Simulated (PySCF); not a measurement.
# How methods differ on the excitation energy of Zr

Zr [Kr] 4d2 5s2 (3F) → Zr [Kr] 4d1 5s2 6s1 (3D), as a difference of total energies. Calculation: PySCF 2.14, in aug-cc-pVTZ-PP with ECP28MDF; scalar relativity through the core potential. The calculations carry no spin-orbit coupling.

```json
{"method": "LDA", "excitation energy (eV)": "5.815"}
{"method": "PBE", "excitation energy (eV)": "5.802"}
{"method": "r2SCAN", "excitation energy (eV)": "6.098"}
{"method": "wB97X", "excitation energy (eV)": "5.714"}
{"method": "wB97M-V", "excitation energy (eV)": "5.661"}
```

The promoted electron is Rydberg-like, and one or two diffuse shells describe it only roughly, which tends to raise the upper state.

The Hartree-Fock determinant of the upper state isn't an eigenfunction of L²: it has lost the atom's symmetry, so its energy isn't that of a pure term.
